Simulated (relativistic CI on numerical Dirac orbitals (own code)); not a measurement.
Method of calculation: Dirac-Coulomb-Breit CI, separate exchange-only KLI orbitals for each configuration, a model potential for QED, unscaled Slater integrals (own radial code, finite nucleus).

Configuration list (outside the closed core [Ne]): 3s², 3s3p, 3p², 3s3d, 3d², 3p3d, 3p4s, 3s4s, 3d4s, 3s4p, 3s4d, 3s4f, 3s5s, 3s5p, 3s5d, 4s², 3s5f, 3s5g, 3s6s, 3s6p, 3s6d. Levels of other configurations are missing.

At this charge energies of transitions that change n are usually good to better than 1 %, and those within a shell (Δn = 0) to a few per cent.

Outline of the computed level scheme of Fe XV. Lowest level of each configuration: 3s² ¹S0 at 0.000 eV; 3s3p ³P°0 at 28.831 eV; 3p² ³P0 at 68.944 eV; 3s3d ³D1 at 84.552 eV; 3p3d ³F°2 at 115.212 eV; 3d² ³F2 at 170.438 eV; 3s4s ³S1 at 218.935 eV; 3s4p ³P°0 at 233.451 eV; 3s4d ³D1 at 252.602 eV.

Some strong electric-dipole decays among the lowest 45 levels: 3s4d ³D3 → 3s3p ³P°2 (3.8e+11 s⁻¹); 3s4d ¹D2 → 3s3p ¹P°1 (3.3e+11 s⁻¹); 3s4d ³D2 → 3s3p ³P°1 (2.8e+11 s⁻¹); 3s4s ¹S0 → 3s3p ¹P°1 (2.7e+11 s⁻¹); 3s4p ¹P°1 → 3s² ¹S0 (2.4e+11 s⁻¹); 3s4d ³D1 → 3s3p ³P°0 (2.1e+11 s⁻¹); 3s4s ³S1 → 3s3p ³P°2 (1.8e+11 s⁻¹); 3s4d ³D1 → 3s3p ³P°1 (1.6e+11 s⁻¹).

LS names give the leading component of a level, which can be under half, so a name can repeat, a term be missing and a line seem to break the LS rules.
